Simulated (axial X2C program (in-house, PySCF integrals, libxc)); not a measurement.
## Spin–orbit effects along a row: molecules with Si, HF

Calculated with an axial X2C code built on PySCF integrals, spin-free (one-electron X2C) or two-component (2c: spin–orbit coupling with atomic mean-field Coulomb and Gaunt terms, which also bring small scalar terms), in Dyall basis sets with cores contracted in-house; open shells are unrestricted.

Basis sets: Au dyall-cv3z, Ba dyall-cv3z, Bi dyall-cv3z, Cs dyall-cv3z, Pt dyall-cv3z, Si dyall-v3z, Tl dyall-cv3z, W dyall-v3z.

```csv
molecule,spin-free state,Re (Å),ωe (cm⁻¹),De (eV),2c state,Re 2c (Å),ωe 2c (cm⁻¹),De 2c (eV)
CsSi,"M_S = 3/2, Λ = 0",3.434,153.5,1.27,Ω = 3/2,3.434,153.6,1.27
BaSi,"M_S = 1, Λ = 0",3.180,201.2,1.64,Ω = 1,3.179,201.2,1.64
WSi,"M_S = 2, Λ = 1",2.584,228.3,n/a,Ω = 3,2.577,230.0,n/a
PtSi,"M_S = 0, Λ = 0",2.072,543.8,1.64,Ω = 0,2.076,540.8,1.34
AuSi,"M_S = 1/2, Λ = 1",2.349,311.9,1.07,Ω = 1/2,2.333,317.2,1.15
TlSi,"M_S = 3/2, Λ = 0",2.757,213.7,1.37,Ω = 3/2,2.735,212.4,0.81
SiBi,"M_S = 1/2, Λ = 1",2.595,263.3,0.50,Ω = 3/2,2.550,280.5,0.61
```

Each entry is the lowest single determinant of a limited PBE0 search at one distance. De goes to single-determinant-based atoms at the same level (for ions the charge split of lowest energy) and is withheld (n/a) where an atom does not fit its ground term or J level. Main or longest-lived isotopes. One determinant is a doubtful description, or other states lie close, for CsSi, BaSi, WSi, TlSi, SiBi; these need not be ground states, and all values refer to the states named. Some open-shell Ω = 0 determinants are out of reach, so the Ω given for BaSi, WSi need not be the lowest component. With several unpaired electrons the Ω given is that of one determinant, not necessarily of the lowest component. Some light 2c atoms are not at their ground J level, so De misses part of their lowering (0.04 eV or less).
